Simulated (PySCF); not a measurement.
# Cl²⁺ (chlorine, charge +2) across methods

[Ne] 3s2 3p3, high-spin 4S determinant. Calculation: PySCF 2.14, in def2-TZVPPD; the non-relativistic Hamiltonian (point nucleus). The B2PLYP total includes its PT2 part (frozen core); its orbital energies are those of the SCF part.

```csv
method,E (hartree),mean ε 3s α (eV),mean ε 3s β (eV),mean ε 3p α (eV),Σ⟨r²⟩ (bohr²),⟨S²⟩
MN15,-458.6914,-48.912,-44.065,-35.632,15.31,3.750
PBE0,-458.6455,-49.261,-43.664,-34.956,15.37,3.750
PBEsol,-457.9200,-46.094,-42.043,-33.024,15.39,3.750
LDA,-457.2844,-46.016,-42.380,-33.036,15.41,3.750
B2PLYP,-458.6775,-52.179,-45.019,-36.565,15.42,3.751
r2SCAN,-458.7640,-47.617,-42.101,-33.778,15.36,3.750
M06,-458.7808,-48.718,-43.663,-34.527,15.28,3.751
PBE,-458.6058,-46.217,-42.130,-33.101,15.39,3.750
UHF,-458.21484,-57.513,-46.557,-39.689,15.48,3.751
```
